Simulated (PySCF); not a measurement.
## Excitation energy of As by level of theory

As [Ar] 3d10 4s2 4p3 (4S) → As [Ar] 3d10 4s2 4p2 5s1, s spin flipped, as a difference of total energies. Computed with PySCF 2.14 in x2c-QZVPPall with one added diffuse shell each of s, p, d, f type (12s9p6d5f1g, 113 functions), with the spin-free X2C one-electron Hamiltonian (Gaussian nucleus). Correlated levels: valence: [Ar] 3d10 frozen; valence and next inner shell: [Ne] frozen. The calculations carry no spin-orbit coupling.

```csv
method,excitation energy (eV)
UHF,6.607
LDA,6.604
PBE,6.539
PBE0,6.668
r2SCAN,6.802
r2SCANh,6.809
CAM-B3LYP,6.566
PW91,6.572
MP2 (valence),6.851
SCS-MP2 (valence),6.701
MP2 (valence and next inner shell),6.899
SCS-MP2 (valence and next inner shell),6.726
```

How much does correlation contribute at MP2 (valence and next inner shell)?

6.899 − (6.607) = 0.292 eV, measured against UHF.

The upper determinant mixes two multiplicities, so it lies between the two terms.

The promoted electron is Rydberg-like, and one or two diffuse shells describe it only roughly, which tends to raise the upper state.
